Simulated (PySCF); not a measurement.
SMILES C(=C/[SeH])/C#N (C3H3NSe) at its CAM-B3LYP/def2-SVP optimised geometry (Å):

```
8

N      2.2064    -0.9458    -0.0003
C      1.0505    -0.9680     0.0000
C     -0.3779    -0.9680     0.0000
C     -1.1169     0.1539     0.0000
Se    -0.5515     1.9425     0.0004
H     -0.8719    -1.9425    -0.0002
H     -2.2064     0.0635    -0.0002
H      0.8858     1.6341     0.0011
```

Computed with CAM-B3LYP/def2-TZVP run with PySCF. Cells within 0.4 Å of a nucleus heavier than hydrogen are left out (blank, or x).

Map of the log10 of the electron density (e/bohr³), floored at −4 on the plane z = 0.0 Å:

```
|0000000000000000000000000|
|0000000112221100000000000|
|0000001233333210000000000|
|0000012345554432100000000|
|0000013456666543210000000|
|0000023567887654321000000|
|0000124578xx8766431000000|
|0000124578xx9887542000000|
|0000124568998787542100000|
|0001234567877666532110000|
|0002356778876555433321000|
|001346788x876555554432100|
|001346888xx76666666654210|
|0012467778887777888765310|
|00023456678x88xx9xx975320|
|00012344678x88xx9xx975320|
|0000012467887778888765310|
|0000012467876666666654210|
|0000002356765445555432100|
|0000001345554333333321000|
|0000000123332111221110000|
|0000000011211000000000000|
|0000000000000000000000000|
|0000000000000000000000000|
|0000000000000000000000000|
```
Scale: ten equal steps from -4.00 (start of '0') to 0.022 (end of '9'), in the order '0123456789'; x runs from -4.50 to 4.50, y from -4.50 (bottom) to 4.50 (top).
